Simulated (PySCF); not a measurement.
C4H10NOSi2 (doublet state).
Z-matrix (Å and degrees, GFN2-xTB geometry), rows numbered from 1:
```
O 
C   1  1.2333
C   2  1.3831  1  125.55
C   3  1.2738  2  161.67  1    78.36
Si  4  1.9278  3  121.11  2     3.76
N   5  1.7009  4  104.58  3    -5.06
C   6  1.4523  5  124.59  4  -178.11
Si  7  1.9130  6  112.89  5    97.17
H   2  1.1091  1  120.59  3  -178.11
H   4  1.0766  3  125.31  2  -175.03
H   5  1.4731  4  105.01  3  -130.56
H   5  1.4667  4  109.01  3   111.39
H   6  1.0101  5  118.63  4   -24.74
H   7  1.0957  6  108.44  5  -140.48
H   7  1.0909  6  107.66  5   -25.42
H   8  1.4620  7  108.18  6    59.69
H   8  1.4629  7  108.26  6  -179.99
H   8  1.4634  7  108.30  6   -60.14
```

The hyperfine couplings belong to this conformer and change with its torsions.

As a line formula: `O=C/[C]=C\[SiH2]NC[SiH3]` [radical].

Level of theory: PySCF 2.14.0, UKS B3LYP, pcH-1 on C H N O Si, non-relativistic, mean-field spin-orbit, GIAO. Geometry: GFN2-xTB, one conformer, isolated molecule. Couplings are sensitive to structure, and on GFN2-xTB geometries they can be far from those on DFT ones. The frame is twisted about the C2–C3 bond at this geometry (dihedral O1–C2–C3–C4 = 78°); couplings at other torsion angles weren't computed. Stability of the SCF solution: not tested.

Principal values of hyperfine tensors in MHz (contact, dipolar and spin–orbit terms together), for some of the nuclei:

| atom | isotope | A1 | A2 | A3 |
| --- | --- | --- | --- | --- |
| H10 | 1H | 146.32 | 147.58 | 158.68 |
| Si5 | 29Si | -110.03 | -71.72 | -71.65 |
| C3 | 13C | 7.16 | 18.41 | 162.15 |
| C2 | 13C | -37.01 | -25.26 | -15.50 |
| O1 | 17O | -138.66 | 29.63 | 32.75 |
| H12 | 1H | 4.83 | 5.90 | 9.33 |
| H11 | 1H | 2.39 | 3.39 | 6.93 |
| H9 | 1H | -7.16 | -4.13 | 6.02 |

**Question.** Give the isotropic coupling of each nucleus in MHz and in mT (g = 2.0050), and the anisotropic part.

**Answer.** a_iso is a third of the trace, T = A − a_iso, and a(mT) = a(MHz)/(g × 13.996). The tensors hold a spin–orbit part: the run splits a_iso into a_FC + a_SO, and T includes its anisotropic share.

| atom | a_iso (MHz) | a_FC | a_SO | a_iso (mT) | T1 | T2 | T3 |
| --- | --- | --- | --- | --- | --- | --- | --- |
| H10 | 150.86 | 150.86 | 0.00 | 5.376 | -4.54 | -3.28 | 7.82 |
| Si5 | -84.47 | -84.61 | 0.14 | -3.010 | -25.56 | 12.75 | 12.82 |
| C3 | 62.58 | 62.78 | -0.20 | 2.230 | -55.41 | -44.16 | 99.58 |
| C2 | -25.93 | -26.01 | 0.08 | -0.924 | -11.09 | 0.66 | 10.42 |
| O1 | -25.43 | -24.75 | -0.68 | -0.906 | -113.23 | 55.05 | 58.18 |
| H12 | 6.69 | 6.69 | 0.00 | 0.238 | -1.86 | -0.78 | 2.64 |
| H11 | 4.23 | 4.23 | 0.00 | 0.151 | -1.85 | -0.85 | 2.70 |
| H9 | -1.76 | -1.79 | 0.03 | -0.063 | -5.40 | -2.37 | 7.78 |

**Question.** What spin density at the nucleus of C3 lies behind its contact coupling (g_N = 1.40482)?

**Answer.** a_FC = (2μ0/3) gₑ μB g_N μN ρ(0)/(2S·h) = 800.24 MHz × g_N × ρ(0)/(2S), with ρ in bohr⁻³. With a_FC = 62.78 MHz and 2S = 1, ρ(0) = 0.05584 bohr⁻³.

**Question.** C4 (13C, g_N = 1.40482) isn't in the table. Its spin density at the nucleus is -0.03444 bohr⁻³. What is its contact coupling?

**Answer.** By the same relation, a_FC = -38.7 MHz. Its full tensor has the principal values -51.16, -36.04, -29.00 MHz.

**Question.** Which nucleus of the table has the largest anisotropic coupling, and what is its form?

**Answer.** O1: -113.2, 55.1, 58.2 MHz (the dipolar term alone has -113.9, 56.3, 57.6), nearly axial, close to the ratio +1:+1:−2, the form that spin in one p orbital centred on that nucleus gives (the nuclear moment is negative).

**Question.** In a single crystal, with the field along each principal axis of the tensor of C3 in turn, what first-order splitting does this nucleus give (isotropic g, quadrupole terms neglected)?

**Answer.** 2 lines (I = 1/2), spaced by |A_i|/(g × 13.996): 0.26, 0.66, 5.78 mT along the axes of A1, A2 and A3.

On one thread, Arm Neoverse V2 (aarch64), shared host with 64 logical CPUs at a one-minute load of 29, this took 2.5 min of wall time (grids of density and orbitals included) and 1.1 GiB of memory at its peak.
